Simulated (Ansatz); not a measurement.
The cluster Hg3S2⁺. The state is a doublet with charge 1. Geometry PBE-D4/def2-SVP; atoms count from 1.

```tsv
atom	x (Å)	y (Å)	z (Å)
Hg1	-1.0012	0.6131	-1.4363
Hg2	2.3788	2.2139	1.7033
Hg3	-0.2259	-1.7556	0.5572
S4	-1.8679	-1.7364	-1.3363
S5	0.7163	0.6650	0.5120
```

In the def2 sets Hg takes a core potential; there is no spin–orbit coupling. Another isomer (doublet) lies 1.53 eV lower at PBE0-D4/def2-TZVP; other spin states weren't run for this one.

Problem. Estimate the Mulliken populations from the PBE0/def2-TZVP orbitals of Ansatz.

Solution. 
```tsv
atom	charge (e)	spin (α − β)	d electrons
Hg1	0.64	-0.02	9.93
Hg2	0.46	0.44	9.96
Hg3	0.64	-0.02	9.93
S4	-0.30	0.48	–
S5	-0.44	0.12	–
```
Mulliken values depend strongly on the basis.

Problem. Where does the spin sit?

Solution. Summed by element: Hg 0.41, S 0.59, of 1 unpaired in all. Largest on single atoms: S4 0.48, Hg2 0.44, S5 0.12.

Problem. And the Mayer bond orders between heavy atoms (over 0.3)?

Solution. Hg1–S4 0.86 (2.51 Å); Hg1–S5 0.63 (2.60 Å); Hg2–S5 0.65 (2.57 Å); Hg3–S4 0.86 (2.51 Å); Hg3–S5 0.63 (2.60 Å).
